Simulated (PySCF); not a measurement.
## Electronic structure of Cr³⁺ (chromium, charge +3) at the UHF level

Configuration: [Ar] 3d3, high-spin 4F determinant. Calculation: PySCF 2.14, in 6-31G* (5s4p2d1f, 34 functions); the non-relativistic Hamiltonian (point nucleus).

```json
{
  "Total energy": "-1041.356738 hartree",
  "One-electron energy": "-1403.5637 hartree",
  "Hartree (Coulomb) energy": "408.8236 hartree",
  "Exchange energy": "-46.6166 hartree",
  "Kinetic energy": "1039.71627 hartree",
  "⟨S²⟩": "3.7515",
  "⟨L²⟩": "12.019",
  "Sum of ⟨r⟩": "13.07 bohr",
  "Sum of ⟨r²⟩": "13.38 bohr²",
  "Density at the nucleus (Gaussians lack the cusp)": "8760 bohr⁻³",
  "Spin density at the nucleus": "0.0401 bohr⁻³",
  "Langevin diamagnetic susceptibility": "-10.6 ×10⁻⁶ cm³/mol",
  "Time after the integrals": "0.09 s of wall time on 1 thread of Neoverse-V1 (shared host)"
}
```

```
shell  electrons  mean orbital energy (eV)  rms radius, mean of both spins (bohr)
 1s α          1                   -6041.3                                 0.0743
 1s β          1                   -6041.3                                 0.0743
 2s α          1                   -759.56                                  0.319
 2s β          1                   -757.29                                  0.319
 2p α          3                   -648.81                                  0.288
 2p β          3                   -646.57                                  0.288
 3s α          1                   -134.45                                  0.966
 3s β          1                   -127.66                                  0.966
 3p α          3                   -100.75                                   1.04
 3p β          3                   -92.520                                   1.04
 3d α          3                   -51.010                                   1.21
```
